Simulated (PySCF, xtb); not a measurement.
F6Si2, SMILES [Si]([Si](F)(F)F)(F)(F)F. Atoms are numbered in the order given.

```xyz
8

F      1.3116    -0.7573     1.7275
Si     0.0000     0.0000     1.1622
F      0.0000     1.5145     1.7275
F     -1.3116    -0.7573     1.7275
Si     0.0000     0.0000    -1.1622
F      1.3116     0.7573    -1.7275
F      0.0000    -1.5145    -1.7275
F     -1.3116     0.7573    -1.7275
```

Coordinates come from a PBE-D3(BJ)/def2-SVP optimisation. One conformer was computed; it need not be the lowest.

Method: C-PCM-B3LYP/def2-SVP in PySCF.

The values are the electrostatic part of the solvation free energy, E(continuum) − E(gas) at the gas-phase geometry, in a cavity of scaled van der Waals radii (PySCF's table); cavitation and dispersion terms are not included. In vacuum the orbital gap is 9.20 eV. The dipole moment in vacuum is 0.00 D.

```tsv
solvent	ε	ΔG(elec) (kcal/mol)	dipole (D)	gap (eV)
water	78.36	-3.5	0.00	9.29
acetone	20.49	-3.3	0.00	9.29
cyclohexanone	15.62	-3.3	0.00	9.29
```

For comparison, GFN2-xTB/ALPB(water) (xtb, at the GFN2-xTB geometry, all terms of that model) gives 3.7 kcal/mol.
